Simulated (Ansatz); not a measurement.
BF3 (boron trifluoride): methods side by side

BF3 has 4 atoms, charge 0, and is taken as a singlet. SMILES: `FB(F)F`. Geometry: optimised at r2SCAN/def2-SVP.

```xyz
4

F     0.5450    0.2112    1.1767
B     0.0000    0.0000    0.0000
F    -0.2657   -1.2261   -0.3904
F    -0.2793    1.0149   -0.7863
```

Quantity: the adiabatic electron affinity (to the doublet anion, shapes relaxed at r2SCAN/def2-SVP, no zero-point term), in eV. The values are calculated.

The electron affinity is E(neutral) − E(anion): positive where the electron is bound.

| level | kind | program | value (eV) | less CCSD(T)/def2-TZVPP |
| --- | --- | --- | --- | --- |
| HF/def2-TZVPP | Hartree–Fock | Ansatz | -1.39 | -0.42 |
| PBE/def2-TZVPP | GGA | Ansatz | -0.69 | +0.28 |
| r2SCAN/def2-TZVPP | meta-GGA | Ansatz | -0.71 | +0.26 |
| PBE0-D4/def2-TZVPP | global hybrid | Ansatz | -0.77 | +0.20 |
| B2PLYP/def2-TZVPP | double hybrid | Ansatz | -0.88 | +0.09 |
| RPA@PBE/def2-TZVPP | RPA | Ansatz | -0.62 | +0.35 |
| MP2/def2-TZVPP | perturbation theory | Ansatz | -1.00 | -0.03 |
| CCSD(T)/def2-TZVPP | coupled cluster or CI | Ansatz | -0.97 | 0.00 |

CCSD(T)/def2-TZVPP is the highest level here, not the true value. The values span -1.39 to -0.62 eV. Negative values mean that the anion is unbound at that level; they are set by how diffuse the basis is and aren't properties of the molecule, whose anion may well be bound.
